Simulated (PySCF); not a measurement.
Isomers of CH9NSi3, one GFN2-xTB conformer each. Single-point energies are computed at CAM-B3LYP/def2-SVPD (PySCF, gas phase, no added dispersion term), electronic only.

```
                     SMILES  GFN2-xTB relative energy (kcal/mol)
     C1[SiH2]N[SiH2][SiH2]1                                  0.0
[H]/N=C\[SiH]([SiH3])[SiH3]                                 63.7
```

Conformers: `[CH2:1]1[SiH2:2][NH:3][SiH2:4][SiH2:5]1` with Si5–C1–Si2–N3 -20°, C1–Si2–N3–Si4 17°, Si2–N3–Si4–Si5 -6°, N3–Si4–Si5–C1 -7°; `[H]/[N:1]=[CH:2]\[SiH:3]([SiH3:4])[SiH3:5]` with N1–C2–Si3–Si4 116°.

Problem. What does CAM-B3LYP/def2-SVPD give for the same structures?

Solution. 
```
                     SMILES  CAM-B3LYP/def2-SVPD E (Eh)  CAM-B3LYP/def2-SVPD (kcal/mol)  GFN2-xTB (kcal/mol)  point group
     C1[SiH2]N[SiH2][SiH2]1                  -966.42755                             0.0                  0.0           C1
[H]/N=C\[SiH]([SiH3])[SiH3]                  -966.32867                            62.1                 63.7           Cs
```

Both levels put the same isomer lowest. As drawn, the higher has a C=N bond, which the lower lacks.

Problem. Which frontier levels, dipoles and rotational constants go with these structures?

Solution. 
```json
{"SMILES": "C1[SiH2]N[SiH2][SiH2]1", "HOMO (eV, CAM-B3LYP/def2-SVPD)": "-8.55", "LUMO (eV)": "0.67", "dipole (D)": "0.40", "A, B, C (MHz)": "3058, 2420, 1437"}
{"SMILES": "[H]/N=C\\[SiH]([SiH3])[SiH3]", "HOMO (eV, CAM-B3LYP/def2-SVPD)": "-8.42", "LUMO (eV)": "0.03", "dipole (D)": "1.97", "A, B, C (MHz)": "1952, 1803, 1017"}
```
